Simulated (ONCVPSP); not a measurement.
## Transferability test, ONCV potential for chromium (Cr)

- Element: chromium
- Generator: ONCVPSP 4.0.1
- Type: optimised norm-conserving Vanderbilt (ONCV)
- Functional: PBE
- Relativity: non-relativistic
- Frozen core: [Ar]
- Valence charge: 6
- Reference configuration: 3d5.5 4s0.5
- Partial waves: 4s: rc 2.70 bohr, ncon 5, nbas 9, qcut 3.1 1/bohr, 3 projectors, debl 2.2 Ha; p scattering state at 0.25 Ha: rc 2.75 bohr, ncon 4, nbas 8, qcut 3.3 1/bohr, 2 projectors, debl 3.1 Ha; 3d: rc 2.10 bohr, ncon 4, nbas 9, qcut 6.1 1/bohr, 2 projectors, debl 1.2 Ha
- Local potential: polynomial inside 1.40 bohr (lpopt 2, dvloc0 6 Ha)
- Core correction: Teter function, fcfact 4.5, rcfact 1.4

Energies are relative to the spin-unpolarised reference configuration 3d5.5 4s0.5; without spin polarisation the order of configurations can differ from experiment. Not all tests gave a result: 1 of 4 tests not solved or not reliable.

```
valence configuration  charge  ΔE all-electron (eV)  error AE − PS (meV)
              3d5 4s1       0                -0.644                 +1.6
              3d5 4s0      +1                 6.135                 +2.8
          3d5 4s0 4p1       0                 2.383                 +3.2
```
